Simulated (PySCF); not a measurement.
silole (C4H6Si), SMILES C1=C[SiH2]C=C1. Heavy atoms are numbered as in [CH:1]1=[CH:2][SiH2:3][CH:4]=[CH:5]1. Hydrogens are named by the atom that carries them.

Coordinates come from a TPSSh-D3(BJ)/def2-SVP optimisation.

Computed with r2SCAN/def2-TZVP (PySCF).

ESP charges are fitted to the potential on shells at 1.4 to 2.0 van der Waals radii. Atomic charges (e), one atom of each kind:

```csv
atom,ESP fit,Mulliken,Löwdin
C1 (CH),-0.06,?,-0.16
C2 (CH),-0.36,-0.31,-0.25
Si3 (SiH2),0.41,?,0.34
H on C1,0.12,0.11,0.14
H on C2,0.17,0.12,0.13
H on Si3,-0.08,?,-0.03
```

Problem. What belongs in the gaps? (An estimate is asked for; the answer gives what the named calculation found.)

Solution. 
- C1 (CH), Mulliken: -0.08
- Si3 (SiH2), Mulliken: 0.38
- H on Si3, Mulliken: -0.04

Computed Mayer and Wiberg (Löwdin basis) orders of the bonds:
```
bond    Mayer  Wiberg
------  -----  ------
C1–C2    1.84    1.98
C2–Si3   0.99    1.09
Si3–C4   0.99    1.09
C1–C5    1.03    1.25
C4–C5    1.84    1.98
```
